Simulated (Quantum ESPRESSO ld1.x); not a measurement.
Bi LXXXI, configuration [He] 2s1.

All-electron calculation, scalar-relativistic Kohn-Sham, LDA (Slater exchange, VWN5 correlation), spin-polarised, spherical densities, point nucleus; open shells are filled with parallel spins first. Program: ld1.x of Quantum ESPRESSO 7.5.

Energy parts (eV):
total: -232627.1
kinetic: 290148.7
electron-nucleus: -525688.0
Hartree: 4596.5
exchange-correlation: -1684.2

Orbitals (lengths in bohr, moments of r in powers of bohr):
| orbital | occ. | eigenvalue (eV) | <r> | <1/r> |
|---|---|---|---|---|
| 1s up | 1 | -101528 | 0.01573 | 103.6 |
| 1s down | 1 | -101494 | 0.01573 | 103.6 |
| 2s up | 1 | -25566.1 | 0.06375 | 25.47 |
| 2s down | 0 | -25435.3 | 0.06379 | 25.46 |

The highest occupied level is 2s up at -25566 eV. Summed over all electrons, <r^2> = 0.005490 bohr^2, which gives a Langevin (diamagnetic) susceptibility term of -0.00435 x 10^-6 cm^3/mol. The density falls to 0.001 e/bohr^3 at r = 0.24 bohr. Spin moment in Bohr magnetons: 1. For comparison, the ionisation energy in NIST's Atomic Spectra Database is 25656.9 eV (theoretical). In exact Kohn-Sham theory the highest level is minus the ionisation energy, but local and semilocal functionals leave it too shallow, through self-interaction and a potential that decays too fast; potentials with the right tail come closer.

Beside tabulated values, note that scalar-relativistic runs lack spin-orbit coupling.
